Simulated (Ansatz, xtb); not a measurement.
## Relative energy of two isomers of C3H4ClFSi

Structure a is `F[Si@@H]1C=C[C@@H]1Cl`, a singlet and structure b is `F[Si@@H]1C=C[C@H]1Cl`, a singlet. Both are isolated molecules in the gas phase, relaxed with PBE-D3(BJ)/def2-SVP.

Energies in hartree; the thermal terms are from GFN2-xTB frequencies at re-optimised GFN2-xTB minima (ideal gas, soft modes damped towards free rotors, one conformer each, 298.15 K, 1 atm) and include the zero-point energy:

|  | a | b |
| --- | --- | --- |
| E, CCSD(T)/def2-SVP | −964.291241 | −964.293431 |
| E, MP2/def2-SVP | −964.217563 | −964.220015 |
| E, MP2/def2-TZVPP | −964.969719 | −964.971958 |
| zero-point energy | 0.059787 | 0.059717 |
| H(298 K) − E | 0.067566 | 0.067524 |
| G(298 K) − E | 0.028117 | 0.028000 |

Problem. Correct the CCSD(T) difference for the basis set by the MP2 change, then work out ΔE, ΔE₀, ΔH and ΔG for a → b in kcal/mol (1 Eh = 627.51 kcal/mol) and the equilibrium ratio [b]/[a].

Solution. 1. Differences b − a: CCSD(T) −0.002190, MP2 in the small set −0.002452, MP2 in the large set −0.002239 Eh.
2. ΔE = −0.002190 + (−0.002239 − (−0.002452)) = −0.001977 Eh = −1.24 kcal/mol.
3. ΔE₀ = ΔE + ΔZPE = −0.001977 + (−0.000070) Eh = −1.28 kcal/mol.
4. ΔH = ΔE + (−0.000042) Eh = −1.27 kcal/mol.
5. ΔG = ΔE + (−0.000117) Eh = −1.31 kcal/mol, so ΔS = (ΔH − ΔG)/T = +0.7 J/(mol K).
6. kT = 0.9442 mEh, so K = [b]/[a] = exp(−ΔG/kT) = exp(+2.22) ≈ 9.2.

Structure b is favoured at this temperature. An error of 1 kcal/mol in ΔG would change K by a factor of 5.4. Mirror images and further conformers aren't counted.

As drawn, both hold the same kinds of bond in the same numbers.

Other levels gave ΔE = −1.1 (GFN2-xTB); −0.9 (HF/STO-3G, GFN2-xTB geometries); −1.1 (r2SCAN-D4/def2-SVP, GFN2-xTB geometries); −1.6 (PBE-D3(BJ)/def2-SVP); −1.4 (HF/def2-SVP); −1.5 (MP2/def2-SVP); −1.4 (CCSD(T)/def2-SVP) kcal/mol. The correlated steps freeze 14 core orbitals. Programs: Ansatz 0.2.0, xtb 6.7.1.
